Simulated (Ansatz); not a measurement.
C₂H₃O₂ (SMILES [CH2]C(=O)O), doublet (typed; the unrestricted solution is spin-contaminated), geometry from GFN2-xTB; MP2/STO-3G (Ansatz, a quantum-chemistry and plane-wave program).

Ansatz was given this input:
Ansatz 0.2 input:
```yaml
crystal:
  periodic: [false, false, false]
  atoms:
    - {symbol: C, position_ang: [0.04765939, 0.08243276, -0.05118241]}
    - {symbol: O, position_ang: [0.27214038, 1.15850639, -0.57845970]}
    - {symbol: O, position_ang: [-1.15674511, -0.20174152, 0.49367599]}
    - {symbol: H, position_ang: [-1.74941322, 0.55735887, 0.38773571]}
    - {symbol: C, position_ang: [0.98018779, -0.98897084, 0.06432854]}
    - {symbol: H, position_ang: [0.69019151, -1.90286014, 0.54732555]}
    - {symbol: H, position_ang: [1.96897649, -0.86938916, -0.33566831]}
basis:
  gaussian:
    orbitals: STO-3G
magnetization: {spin_polarized: true, initial_magnetization: 1}
correlation: {method: mp2, electrons: outside_noble_gas}
accuracy: high
```

Output, abridged:

```
Functional definition: HF
445 factors; integrals over basis functions are off by at most 2.3e-8 eV
mean field evaluation 1: about -6094.7608 eV, gradient 2.6e1 eV
mean field evaluation 2: about -6094.9175 eV, gradient 2.6e1 eV
mean field evaluation 4: about -6099.7686 eV, gradient 3.2e0 eV
mean field evaluation 8: about -6100.3243 eV, gradient 3.2e-1 eV
mean field evaluation 16: about -6100.3191 eV, gradient 1.1e-6 eV
mean field -6100.31910643 eV, -224.1825922166 hartree, gradient 1.8e-8 eV, S^2 1.016839; 1 other end points of the search recorded, 0 dependent functions left out
4 core orbitals not correlated
reference -6100.31910643 eV, -224.1825922166 hartree; 12, 11 occupied and 7, 8 virtual orbitals, 445 factors
second order -4.07566987 eV of doubles, -0.00000000 eV of singles
Total energy: -6104.39477630 eV, -224.3323703218 hartree
```
